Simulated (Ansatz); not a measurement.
C₂H₇FSi₂ (`FC1C[SiH2][SiH2]1`). Charge 0, multiplicity 1.

```xyz
12

F     1.065    0.924   -1.512
C     0.622   -0.288   -0.966
C     1.014   -0.320    0.518
Si   -0.424    0.713    1.237
Si   -1.293   -0.152   -0.747
H     1.063   -1.088   -1.565
H     2.045   -0.002    0.688
H     0.915   -1.348    0.887
H    -0.161    2.175    1.251
H    -0.923    0.299    2.576
H    -2.030    0.592   -1.801
H    -1.895   -1.504   -0.567
```

(1) What are the harmonic wavenumbers in cm⁻¹ at PBE0-D4/def2-TZVP (Ansatz, finite differences of forces, unscaled)? (Best estimate.)

(2) Is this a minimum?

(3) Give the ideal-gas thermochemistry at 298.15 K and 1 bar (rigid rotor, harmonic oscillator; point group C1, symmetry number 1).

(4) And at 400, 500, 600, 800 and 1000 K?

(5) Rotational constants (cm⁻¹)?

## Answers

(1) The calculation gave: 112, 211, 311, 352, 427, 453, 495, 581, 634, 654, 671, 745, 775, 809, 923, 932, 941, 998, 1115, 1153, 1226, 1325, 1412, 2204, 2217, 2230, 2236, 3054, 3082, 3116.

(2) Yes, all 30 modes are real.

(3) Zero-point energy 211.7 kJ/mol; H(298) − E = 231.8 kJ/mol; entropy 334.6 J/(mol·K), of which translation 167.0, rotation 113.0, vibration 54.6; G(298) − E = 132.0 kJ/mol.

(4) 
| T (K) | H − E (kJ/mol) | S (J/mol/K) | G − E (kJ/mol) |
| --- | --- | --- | --- |
| 400 | 245.1 | 372.7 | 96.0 |
| 500 | 260.6 | 407.2 | 57.0 |
| 600 | 278.0 | 439.0 | 14.6 |
| 800 | 317.2 | 495.2 | -78.9 |
| 1000 | 360.6 | 543.5 | -182.9 |

(5) 0.127, 0.09751, 0.07112.
